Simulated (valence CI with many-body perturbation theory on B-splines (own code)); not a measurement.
**Hg⁶⁴⁺: electric-dipole lines**

Calculated by valence CI with perturbative core correlation (CI+MBPT): six valence electrons over a frozen Dirac-Fock core [Ne], radial functions for each j: 9 s, 9 p, 8 d, 6 f, 3 g, 1 h, with the one-electron correlation potential Σ1 (screened to all orders), the two-electron term Σ2, the three-electron term Σ3, Breit, model QED; selected single and double excitations, second order for the rest, scaled by the run's own slope (own B-spline code, finite nucleus).

No measured spectrum was set against this ion. As an estimate, large intervals hold to a few tenths of a per cent, small ones and those within an open d or f shell to about a per cent. Among the levels kept, up to 1100 cm⁻¹ of a level comes from second order outside the variational space, and about a tenth of that is noise between levels of different J, which matters for small intervals.

Lines 1 to 50 of 131 in falling wavelength, among levels below 7431.2 × 10³ cm⁻¹, chosen from the strongest by gf and those to the six lowest levels. Wavelengths and rates use the calculated energies. Electric multipoles are in the length gauge with retardation, E1 and E2 with the static RPA response of the core. Weak lines are less certain than strong ones. Lines between different terms over intervals too small for the method are left out, as are lines whose strength nearly cancels. The highest levels of a list are the least certain.

Levels are named by their leading jj configuration (3d3/2^4 stands for four electrons in 3d with j = 3/2), which in mixed levels can hold well under half, so a name can repeat and another be missing. Letters in brackets count levels of one name in rising energy.

```csv
λ vac (Å),Upper,Lower,A (s⁻¹),S (a.u.)
152.5,(3s^2 3p1/2 3p3/2^2 3d5/2) J=3 [a],(3s^2 3p1/2^2 3d5/2^2) J=4,3.49e+06,4.27e-05
130.2,(3s^2 3p1/2 3p3/2^2 3d5/2) J=4 [b],(3s^2 3p1/2^2 3d5/2^2) J=4,6.77e+06,6.63e-05
127.5,(3s^2 3p1/2 3p3/2^3) J=2,(3s^2 3p1/2^2 3p3/2 3d5/2) J=1,2.68e+06,1.37e-05
125.9,(3s^2 3p1/2 3p3/2^2 3d5/2) J=5,(3s^2 3p1/2^2 3d5/2^2) J=4,2.76e+06,2.99e-05
123.3,(3s^2 3p1/2 3p3/2^2 3d3/2) J=4,(3s^2 3p1/2^2 3d3/2 3d5/2) J=4,6.39e+06,5.32e-05
113.1,(3s^2 3p1/2 3p3/2^2 3d3/2) J=3 [a],(3s^2 3p1/2^2 3d3/2 3d5/2) J=3,2.81e+06,1.40e-05
105.0,(3s^2 3p1/2 3p3/2^2 3d3/2) J=4,(3s^2 3p1/2^2 3d3/2 3d5/2) J=3,2.44e+06,1.25e-05
103.4,(3s^2 3p1/2 3p3/2^3) J=1,(3s^2 3p1/2^2 3p3/2 3d5/2) J=2,8.46e+06,1.38e-05
101.0,(3s^2 3p1/2^2 3d3/2^2) J=2,(3s^2 3p1/2^2 3p3/2 3d5/2) J=3,4.21e+07,1.07e-04
95.19,(3s^2 3p1/2 3p3/2^3) J=2,(3s^2 3p1/2^2 3p3/2 3d5/2) J=2,1.55e+07,3.29e-05
94.62,(3s^2 3p1/2 3p3/2^2 3d3/2) J=3 [b],(3s^2 3p1/2^2 3d3/2 3d5/2) J=4,5.47e+06,1.60e-05
86.74,(3s^2 3p1/2^2 3d3/2^2) J=2,(3s^2 3p1/2^2 3p3/2 3d5/2) J=2,2.91e+07,4.69e-05
85.52,(3s^2 3p1/2 3p3/2^2 3d3/2) J=2 [c],(3s^2 3p1/2^2 3d3/2 3d5/2) J=2,8.29e+06,1.28e-05
78.88,(3s^2 3p1/2 3p3/2^2 3d3/2) J=2 [c],(3s^2 3p1/2^2 3d3/2 3d5/2) J=3,8.70e+06,1.05e-05
66.89,(3s 3p1/2^2 3p3/2^3) J=2,(3s^2 3p1/2^2 3d3/2^2) J=2,2.08e+07,1.53e-05
62.61,(3s 3p1/2^2 3p3/2^3) J=2,(3s^2 3p1/2 3p3/2^3) J=2,1.48e+10,8.99e-03
61.31,(3s^2 3p1/2 3p3/2^2 3d3/2) J=1 [a],(3s^2 3p1/2^2 3d3/2^2) J=0,3.16e+07,1.08e-05
60.79,(3s^2 3p1/2 3p3/2^2 3d5/2) J=3 [a],(3s^2 3p1/2^2 3d3/2 3d5/2) J=2,1.24e+07,9.63e-06
59.90,(3s 3p1/2^2 3p3/2^3) J=1,(3s^2 3p1/2^2 3d3/2^2) J=2,1.11e+08,3.53e-05
59.52,(3s 3p1/2^2 3p3/2^3) J=2,(3s^2 3p1/2 3p3/2^3) J=1,2.13e+10,1.11e-02
58.32,(3s^2 3p1/2 3p3/2^2 3d5/2) J=4 [b],(3s^2 3p1/2^2 3d3/2 3d5/2) J=4,5.36e+07,4.72e-05
57.44,(3s^2 3p1/2 3p3/2^2 3d5/2) J=5,(3s^2 3p1/2^2 3d3/2 3d5/2) J=4,1.90e+08,1.96e-04
57.36,(3s^2 3p1/2 3p3/2^2 3d5/2) J=3 [a],(3s^2 3p1/2^2 3d3/2 3d5/2) J=3,2.17e+07,1.42e-05
57.27,(3s^2 3p1/2 3p3/2^2 3d5/2) J=1,(3s^2 3p1/2^2 3d3/2 3d5/2) J=1,4.27e+07,1.19e-05
56.62,(3s^2 3p1/2 3p3/2^2 3d5/2) J=0,(3s^2 3p1/2^2 3d3/2 3d5/2) J=1,2.15e+08,1.93e-05
56.44,(3s 3p1/2^2 3p3/2^3) J=1,(3s^2 3p1/2 3p3/2^3) J=2,3.39e+10,9.02e-03
54.89,(3s^2 3p1/2 3p3/2^2 3d3/2) J=2 [a],(3s^2 3p1/2^2 3d3/2^2) J=2,8.07e+07,3.30e-05
54.00,(3s^2 3p1/2 3p3/2^2 3d3/2) J=1 [a],(3s^2 3p1/2^2 3d3/2^2) J=2,7.75e+07,1.81e-05
53.91,(3s 3p1/2^2 3p3/2^3) J=1,(3s^2 3p1/2 3p3/2^3) J=1,1.14e+10,2.66e-03
53.89,(3s^2 3p1/2 3p3/2^2 3d5/2) J=4 [b],(3s^2 3p1/2^2 3d3/2 3d5/2) J=3,1.79e+08,1.25e-04
52.83,(3s^2 3p1/2 3p3/2^2 3d3/2) J=3 [a],(3s^2 3p1/2^2 3d3/2^2) J=2,3.06e+08,1.56e-04
52.06,(3s^2 3p1/2 3p3/2^3) J=1,(3s^2 3p1/2^2 3p3/2 3d3/2) J=0,4.82e+07,1.01e-05
52.02,(3s^2 3p1/2 3p3/2^3) J=1,(3s^2 3p1/2^2 3p3/2 3d3/2) J=1,6.69e+07,1.39e-05
51.97,(3s^2 3p1/2 3p3/2^2 3d3/2) J=2 [a],(3s^2 3p1/2 3p3/2^3) J=2,3.36e+09,1.17e-03
51.17,(3s^2 3p1/2 3p3/2^2 3d3/2) J=1 [a],(3s^2 3p1/2 3p3/2^3) J=2,3.19e+10,6.33e-03
50.17,(3s^2 3p1/2^2 3d3/2 3d5/2) J=2,(3s^2 3p1/2^2 3p3/2 3d5/2) J=1,9.01e+09,2.81e-03
50.16,(3s^2 3p1/2 3p3/2^2 3d5/2) J=2 [b],(3s^2 3p1/2^2 3d3/2 3d5/2) J=1,2.24e+07,6.97e-06
50.12,(3s^2 3p1/2 3p3/2^2 3d3/2) J=3 [a],(3s^2 3p1/2 3p3/2^3) J=2,3.49e+09,1.52e-03
50.08,(3s^2 3p1/2^2 3p3/2 3d3/2) J=1,(3s^2 3p1/2^2 3p3/2^2) J=0,6.98e+09,1.30e-03
50.05,(3s^2 3p1/2^2 3d3/2 3d5/2) J=3,(3s^2 3p1/2^2 3p3/2 3d5/2) J=3,5.27e+09,2.28e-03
49.98,(3s^2 3p1/2 3p3/2^3) J=1,(3s^2 3p1/2^2 3p3/2 3d3/2) J=2,3.19e+06,5.90e-07
49.93,(3s^2 3p1/2 3p3/2^3) J=2,(3s^2 3p1/2^2 3p3/2 3d3/2) J=3,7.36e+07,2.26e-05
49.86,(3s^2 3p1/2 3p3/2^3) J=2,(3s^2 3p1/2^2 3p3/2 3d3/2) J=1,1.40e+08,4.28e-05
49.82,(3s^2 3p1/2 3p3/2^2 3d3/2) J=2 [a],(3s^2 3p1/2 3p3/2^3) J=1,1.35e+09,4.11e-04
49.73,(3s^2 3p1/2 3p3/2^2 3d5/2) J=3 [b],(3s^2 3p1/2^2 3d3/2 3d5/2) J=2,4.08e+07,1.73e-05
49.48,(3s^2 3p1/2 3p3/2^2 3d3/2) J=0,(3s^2 3p1/2 3p3/2^3) J=1,1.87e+10,1.12e-03
49.08,(3s^2 3p1/2 3p3/2^2 3d3/2) J=1 [a],(3s^2 3p1/2 3p3/2^3) J=1,1.93e+08,3.38e-05
49.03,(3s^2 3p1/2^2 3d3/2 3d5/2) J=1,(3s^2 3p1/2^2 3p3/2 3d5/2) J=1,3.45e+09,6.03e-04
49.03,(3s^2 3p1/2 3p3/2^2 3d5/2) J=2 [b],(3s^2 3p1/2^2 3d3/2 3d5/2) J=2,3.37e+07,9.82e-06
47.99,(3s^2 3p1/2 3p3/2^2 3d3/2) J=2 [b],(3s^2 3p1/2^2 3d3/2^2) J=2,3.45e+07,9.40e-06
```
